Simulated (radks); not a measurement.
The numbers below are computed, except where a source is named.
Spherical quantum dot in the effective-mass picture: electrons in a hard-walled sphere of radius 1.65, with a point charge +1 (a donor) at the centre, all in effective atomic units (hartree* = m*/eps^2 hartree, bohr* = eps/m* bohr), one dielectric constant everywhere. Level of theory: non-relativistic Kohn-Sham, LDA (Slater exchange, Perdew-Wang correlation), spin-polarised, spherical densities (a radial shooting solver with Libxc functionals). Levels are named by radial order and angular momentum (1s, 1p, 1d, 2s, ...), and open shells are averaged over m.

N = 36, configuration 1s2 1p6 1d10 2s2 1f14 1g(up 2, down 0). This is the lowest configuration that the search found. Occupied and some empty levels:

| level | occupation | eigenvalue (hartree*) | <r> (bohr*) |
|---|---|---|---|
| 1s up | 1 | 29.772 | 1.025 |
| 1s down | 1 | 29.808 | 1.023 |
| 1p up | 3 | 30.956 | 1.111 |
| 1p down | 3 | 30.998 | 1.110 |
| 1d up | 5 | 32.770 | 1.163 |
| 1d down | 5 | 32.815 | 1.162 |
| 2s up | 1 | 35.002 | 0.7211 |
| 2s down | 1 | 35.019 | 0.7221 |
| 1f up | 7 | 35.165 | 1.202 |
| 1f down | 7 | 35.213 | 1.202 |
| 1g up | 2 | 38.098 | 1.233 |
| 1g down | 0 | 38.148 | 1.233 |
| 2p up | 0 | 38.837 | 0.8553 |
| 2p down | 0 | 38.858 | 0.8554 |
| 1h up | 0 | 41.541 | 1.259 |
| 1h down | 0 | 41.592 | 1.259 |
| 2d up | 0 | 42.872 | 0.9366 |
| 2d down | 0 | 42.897 | 0.9365 |
| 3s up | 0 | 43.600 | 0.7879 |
| 3s down | 0 | 43.621 | 0.7882 |

Energy (hartree*): total 708.070, kinetic 265.53, external -34.844, Hartree 516.58, exchange-correlation -39.193.

Electron density:

| r (bohr*) | n(r) (e/bohr*^3) |
|---|---|
| 0.0878 | 3.720 |
| 0.170 | 3.089 |
| 0.252 | 2.535 |
| 0.334 | 2.069 |
| 0.416 | 1.706 |
| 0.498 | 1.464 |
| 0.581 | 1.362 |
| 0.663 | 1.418 |
| 0.745 | 1.640 |
| 0.827 | 2.014 |
| 0.909 | 2.497 |
| 0.991 | 3.004 |
| 1.07 | 3.412 |
| 1.16 | 3.584 |
| 1.24 | 3.393 |
| 1.32 | 2.804 |
| 1.40 | 1.915 |
| 1.48 | 0.9660 |
| 1.57 | 0.2576 |
| 1.65 | 0.0006900 |
